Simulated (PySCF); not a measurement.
CH12OSi4, SMILES [SiH3]C[Si@H]([SiH2][SiH3])O.

Geometry optimised at PBE-D3(BJ)/def2-SVP. The structure was generated by enumeration; whether it is a known compound was not checked. The values are those of a single conformer.

Computed with PBE-D3(BJ)/def2-SVP (PySCF).

Frequencies are harmonic and unscaled.

Computed vibrational spectrum:
```tsv
mode	ν (cm⁻¹)	IR (km/mol)	moving atoms (share of kinetic energy)
1	30	0.0	Si 60 %, H 27 %, O 10 %
2	42	0.5	Si 51 %, H 27 %, O 19 %
3	68	0.8	Si 45 %, H 37 %, C 10 %, O 8 %
4	94	0.2	H 61 %, Si 29 %, O 8 %
5	115	0.6	H 49 %, Si 40 %
6	124	3.2	H 79 %, Si 13 %
7	170	10.4	O 34 %, Si 31 %, H 26 %, C 9 %
8	186	51.0	H 61 %, O 16 %, Si 12 %, C 10 %
9	198	26.8	H 52 %, Si 23 %, C 13 %, O 12 %
10	282	36.1	H 44 %, Si 31 %, O 18 %
11	339	3.1	H 75 %, Si 19 %
12	380	0.5	Si 69 %, H 28 %
13	437	0.3	Si 82 %, H 16 %
14	470	2.7	H 89 %
15	481	29.9	H 77 %, Si 20 %
16	497	15.9	H 77 %, Si 22 %
17	541	9.5	H 45 %, Si 38 %, C 16 %
18	619	73.1	H 81 %, Si 13 %
19	646	129.8	H 75 %, C 11 %, Si 11 %
20	663	29.0	H 82 %, Si 9 %
21	694	4.0	H 77 %, C 16 %
22	732	62.0	C 38 %, H 37 %, Si 22 %
23	747	114.6	H 85 %, C 8 %
24	792	51.4	H 57 %, O 31 %, Si 9 %
25	803	155.6	H 52 %, Si 20 %, O 18 %, C 10 %
26	837	253.5	H 90 %, Si 9 %
27	871	43.5	H 88 %
28	888	94.9	H 76 %, Si 15 %
29	901	109.4	H 86 %, Si 10 %
30	904	27.9	H 97 %
31	909	71.6	H 95 %
32	912	48.1	H 92 %
33	917	28.4	H 97 %
34	975	7.4	H 89 %, Si 9 %
35	1026	39.2	H 60 %, C 37 %
36	1324	12.8	H 92 %
37	2106	140.5	H 97 %
38	2141	80.7	H 98 %
39	2144	14.1	H 98 %
40	2151	0.9	H 96 %
41	2157	14.9	H 98 %
42	2159	233.2	H 96 %
43	2164	101.0	H 96 %
44	2166	97.5	H 96 %
45	2173	84.7	H 96 %
46	2974	0.8	H 95 %
47	3036	1.4	H 91 %, C 9 %
48	3745	60.1	H 94 %
```
